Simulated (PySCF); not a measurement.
## Electronic absorption of ZnMe(nPr)

Compound: ZnMe(nPr), C₄H₁₀Zn (singlet state).
SMILES: `CC[CH2][Zn][CH3]`

The calculation used PySCF, TDDFT PBE0/def2-SVPD, vertical, gas phase, core orbitals frozen in the response. Isolated species at its PBE0-D3(BJ)/def2-SVP geometry, gas phase.

```
state  E (eV)  ν̃ (cm⁻¹)       f  main configurations (H = HOMO, L = LUMO)
   S1    5.52      44530  0.0007                                 H→L (97%)
   S2    5.58      45030  0.0004                               H→L+1 (99%)
   S3    6.12      49380   0.304                               H→L+2 (95%)
   S4    6.95      56050  0.0065                               H→L+3 (91%)
   S5    7.47      60240   0.075                               H-1→L (92%)
   S6    7.57      61020   0.074                             H-1→L+1 (86%)
   S7    7.58      61120   0.024  H-1→L+2 (68%), H→L+4 (13%), H-1→L+1 (8%)
   S8    7.78      62730   0.033                H→L+4 (76%), H-1→L+2 (16%)
   S9    7.79      62800  0.0073                               H-2→L (92%)
  S10    7.98      64340  0.0025                             H-2→L+1 (93%)
  S11    8.02      64680   0.036                               H→L+5 (84%)
  S12    8.09      65220   0.013                             H-2→L+2 (85%)
  S13    8.17      65880  0.0095                               H→L+6 (89%)
  S14    8.22      66260   0.040                               H-3→L (90%)
  S15    8.32      67140   0.019                             H-3→L+1 (96%)
```

Triplets (Tamm–Dancoff): T1 5.29 eV, H→L (94%); T2 5.37 eV, H→L+1 (87%), H→L+2 (10%); T3 5.38 eV, H→L+2 (81%), H→L+1 (11%); T4 6.66 eV, H-1→L (90%).

The lowest singlet lies at 5.52 eV (225 nm, ultraviolet) and is very weak; its leading configuration is HOMO→LUMO (97%). The strongest level in the table is S3 at 6.12 eV (202 nm, f = 0.304). S8/S9 lie within about 0.01 eV of each other. For S1 the Löwdin share of zinc is 16% in HOMO and 62% in LUMO; for S3 the Löwdin share of zinc is 16% in HOMO and 48% in LUMO+2. The oscillator strengths of these states sum to 0.645; summed over the whole spectrum of an exact calculation they would give the number of electrons, 64 (Thomas–Reiche–Kuhn). Of the 15 states listed, 9 reach f = 0.01 and 1 stays under 0.0005. Weighted by f, the mean energy of these states is 6.99 eV. Only the lowest 15 singlets were computed, as vertical energies without vibronic structure.
